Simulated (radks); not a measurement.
Tb+, 64 electrons, occupied as [Xe] 4f9 6s1. Calculated with a radial shooting solver on a logarithmic mesh with Libxc functionals: Dirac Kohn-Sham, PBE, spin-unpolarised, spherical densities, point nucleus; open shells fill j = l - 1/2 first.

Unscreened Slater integrals over Kohn-Sham orbitals (cm^-1). Large and small components are both included.

F0(6s1/2,6s1/2): 52514
F0(6s1/2,4f7/2): 68162
G3(6s1/2,4f7/2): 2798.9
F0(6s1/2,4f5/2): 68253
G3(6s1/2,4f5/2): 2684.3
F0(6s1/2,5p3/2): 65176
G1(6s1/2,5p3/2): 5465.0
F0(4f7/2,4f7/2): 228720
F2(4f7/2,4f7/2): 104720
F4(4f7/2,4f7/2): 64982
F6(4f7/2,4f7/2): 46555
F0(4f7/2,4f5/2): 230890
F2(4f7/2,4f5/2): 105880
F4(4f7/2,4f5/2): 65730
G2(4f7/2,4f5/2): 105650
G4(4f7/2,4f5/2): 65591
G6(4f7/2,4f5/2): 47000
F0(4f7/2,5p3/2): 146830
F2(4f7/2,5p3/2): 50733
G2(4f7/2,5p3/2): 28465
G4(4f7/2,5p3/2): 21366
F0(4f5/2,4f5/2): 233110
F2(4f5/2,4f5/2): 107080
F4(4f5/2,4f5/2): 66505
F0(4f5/2,5p3/2): 147480
F2(4f5/2,5p3/2): 50387
G2(4f5/2,5p3/2): 27773
G4(4f5/2,5p3/2): 20936
F0(5p3/2,5p3/2): 123470
F2(5p3/2,5p3/2): 66179
